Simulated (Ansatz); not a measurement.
A structure relaxed at r2SCAN-D4/def2-SVPD in Ansatz, charge -1, doublet:

Cartesian coordinates in Å:
```
W 0.0430 -0.0332 -0.1124
O 0.6320 -0.4872 -1.6527
F 0.8248 -1.2151 1.2191
F -1.5869 -1.0333 0.2406
F -1.1631 1.4759 -0.3344
F 1.2502 1.2929 0.6398
```

Problem. Give its formula, name or SMILES and point group.

Solution. [WOF4]- (WOF4⁻). Point group C4v (tolerance 0.1 Å).

Problem. Summarise the bond lengths by kind (pairs closer than 1.2 times the sum of covalent radii, bridged metal pairs left out).

Solution. 4 × F–W 1.94 Å; 1 × O–W 1.71 Å. The metal has 5 neighbours: O 1.71 Å, F 1.94 Å, F 1.94 Å, F 1.94 Å, F 1.94 Å.

In the def2 sets W takes a core potential; there is no spin–orbit coupling. The highest occupied level of the charge -1 doublet lies above zero (up to 0.42 eV). By energy differences its removal costs 3.08 eV (vertical, to the charge 0 singlet, at CCSD(T)/def2-SVPD). The relaxation made no stability test and no search for a lower SCF solution. No other spin state of charge -1 was run.
